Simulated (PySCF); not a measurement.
The vertical singlet excitations below were computed for one of the candidates. Method used: PySCF, TDDFT CAM-B3LYP/def2-SVPD, vertical, gas phase, core orbitals frozen in the response. Geometries: GFN2-xTB, one conformer each.

```csv
state,E (eV),f
S1,4.11,0.0002
S2,5.09,0.0002
S3,5.86,0.146
S4,6.65,0.0004
S5,6.93,0.016
S6,6.94,0.0018
S7,7.00,0.0000
S8,7.09,0.0022
```

Question: Which candidate is it? All have the formula C7H6O.
A. `C=C1C=C(C=O)C1=C`
B. `CC#CC1=CC=CO1`
C. `C#CC1=COC=CC1`
D. `C#CCC#CC(C)=O`

Answer: D. Its S1 lies at 4.11 eV; the nearest of the others has S1 at 4.70 eV. S1 is HOMO→LUMO (94%). Löwdin shares by element: HOMO oxygen 64%, carbon 27% or more; LUMO carbon 57% or more, oxygen 26% (atoms not listed hold the other 16%). At the same level the other candidates give, for their lowest levels:
- `CC#Cc1ccco1`: 5.17 eV (f 0.448); 5.65 eV (f 0.000); 5.90 eV (f 0.001); 6.03 eV (f 0.003); 6.57 eV (f 0.005); T1 3.32 eV; HOMO -7.33, LUMO 0.54 eV
- `C=C1C=C(C=O)C1=C`: 3.40 eV (f 0.000); 4.15 eV (f 0.125); 4.72 eV (f 0.218); 5.90 eV (f 0.357); 6.21 eV (f 0.000); T1 2.39 eV; HOMO -8.43, LUMO -1.60 eV
- `C#CC1=COC=CC1`: 4.70 eV (f 0.115); 5.79 eV (f 0.000); 5.89 eV (f 0.001); 5.96 eV (f 0.000); 6.25 eV (f 0.070); T1 3.26 eV; HOMO -7.47, LUMO 0.32 eV
Triplets come from the Tamm–Dancoff approximation.
